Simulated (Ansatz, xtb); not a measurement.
# Two isomers of CH7OSSi+

Structure I is `C[Si@H]([OH2+])S`, a singlet and structure II is `C[Si@H](O)[SH2+]`, a singlet. Both are isolated ions in the gas phase, relaxed with B3LYP-D3(BJ)/def2-SVP; the shapes shown needn't be the lowest conformers.

I (Å):

```xyz
11

C    -1.3721    0.8056    1.6640
O     0.5077   -0.9986    0.3409
S     0.7700    1.8717   -0.7859
Si   -0.6215    0.5083    0.0063
H    -2.0793    1.6485    1.5867
H    -1.9379   -0.0753    2.0089
H    -0.6090    1.0595    2.4159
H    -1.4667   -0.0486   -1.0657
H     0.1977   -1.9072    0.5199
H     1.3880   -1.0181   -0.0830
H     1.1181    2.3945    0.4167
```

II (Å):

```json
{"atom": "C", "x (Å)": "-1.7000", "y (Å)": "1.2677", "z (Å)": "0.7624"}
{"atom": "O", "x (Å)": "-0.1212", "y (Å)": "-0.5033", "z (Å)": "-1.0913"}
{"atom": "S", "x (Å)": "0.6523", "y (Å)": "-0.7837", "z (Å)": "1.9300"}
{"atom": "Si", "x (Å)": "-0.1142", "y (Å)": "0.5972", "z (Å)": "0.1059"}
{"atom": "H", "x (Å)": "-2.4245", "y (Å)": "0.4705", "z (Å)": "0.9911"}
{"atom": "H", "x (Å)": "-1.5301", "y (Å)": "1.8695", "z (Å)": "1.6702"}
{"atom": "H", "x (Å)": "-2.1470", "y (Å)": "1.9330", "z (Å)": "0.0031"}
{"atom": "H", "x (Å)": "1.0499", "y (Å)": "1.4852", "z (Å)": "-0.0386"}
{"atom": "H", "x (Å)": "-0.8984", "y (Å)": "-0.9893", "z (Å)": "-1.3996"}
{"atom": "H", "x (Å)": "1.7996", "y (Å)": "-1.2047", "z (Å)": "1.3352"}
{"atom": "H", "x (Å)": "1.2697", "y (Å)": "0.1620", "z (Å)": "2.6868"}
```

Energies in hartree; the thermal terms are from B3LYP-D3(BJ)/def2-SVP harmonic frequencies (ideal gas, rigid rotor, one conformer each, 298.15 K, 1 atm) and include the zero-point energy:

|  | I | II |
| --- | --- | --- |
| E, CCSD(T)/def2-SVP | −803.417168 | −803.414757 |
| E, MP2/def2-SVP | −803.349084 | −803.345769 |
| E, MP2/def2-TZVPP | −803.887692 | −803.889819 |
| zero-point energy | 0.080525 | 0.078191 |
| H(298 K) − E | 0.089220 | 0.086807 |
| G(298 K) − E | 0.049263 | 0.046760 |

Q: Correct the CCSD(T) difference for the basis set by the MP2 change, then work out ΔE, ΔE₀, ΔH and ΔG for I → II in kcal/mol (1 Eh = 627.51 kcal/mol) and the equilibrium ratio [II]/[I].

A: 1. Differences II − I: CCSD(T) +0.002411, MP2 in the small set +0.003315, MP2 in the large set −0.002127 Eh.
2. ΔE = +0.002411 + (−0.002127 − (+0.003315)) = −0.003031 Eh = −1.90 kcal/mol.
3. ΔE₀ = ΔE + ΔZPE = −0.003031 + (−0.002334) Eh = −3.37 kcal/mol.
4. ΔH = ΔE + (−0.002413) Eh = −3.42 kcal/mol.
5. ΔG = ΔE + (−0.002503) Eh = −3.47 kcal/mol, so ΔS = (ΔH − ΔG)/T = +0.8 J/(mol K).
6. kT = 0.9442 mEh, so K = [II]/[I] = exp(−ΔG/kT) = exp(+5.86) ≈ 350.

The sums favour II, but ΔE leans on the basis-set step (CCSD(T) alone has the other sign or is under 1 kcal/mol), so the order isn't settled. An error of 1 kcal/mol in ΔG would change K by a factor of 5.4. The basis-set step is large, which makes the value less sure. HF/STO-3G, B3LYP-D3(BJ)/def2-SVP, HF/def2-SVP, MP2/def2-SVP, CCSD(T)/def2-SVP gave ΔE the other sign. Mirror images and further conformers aren't counted.

As drawn, II has 1 S–H in place of 1 O–H.

Other levels gave ΔE = −16.9 (GFN2-xTB); +17.6 (HF/STO-3G, GFN2-xTB geometries); −1.8 (r2SCAN-D4/def2-SVP, GFN2-xTB geometries); +1.0 (B3LYP-D3(BJ)/def2-SVP); +2.2 (HF/def2-SVP); +2.1 (MP2/def2-SVP); +1.5 (CCSD(T)/def2-SVP) kcal/mol. The correlated steps freeze 12 core orbitals. Programs: Ansatz 0.2.0, xtb 6.7.1.
